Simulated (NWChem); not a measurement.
System: CH$_{3}$BeCl; SMILES [CH3][Be][Cl]

```xyz
6

Be     0.0000     0.0000     0.4935
Cl     0.0000     0.0000    -1.3198
C      0.0000     0.0000     2.1711
H     -0.8902    -0.4952     2.5816
H      0.0162     1.0185     2.5816
H      0.8739    -0.5233     2.5816
```
Atoms are numbered in this order, from 1.

All runs: NWChem. Geometry optimised at B3LYP/6-31G*; all other runs use it. Pople sets run with spherical d functions. Vzz has the sign of the potential's second derivative.

| quantity | level | value |
|---|---|---|
| first 1s excitation (eV), Cl K edge, unshifted | PBE/def2-TZVP, TDA | 2738.1 |
| anisotropy (bohr³), static | BHandHLYP/def2-SVPD | 13.4 |
| dipole (D) | B97-2/def2-TZVP | 1.14 |
| Vzz Cl2 (a.u.) | CAM-B3LYP/def2-TZVP | 0.928 |
| highest harmonic frequency (cm⁻¹) | B3LYP/6-31G* | 3094 |
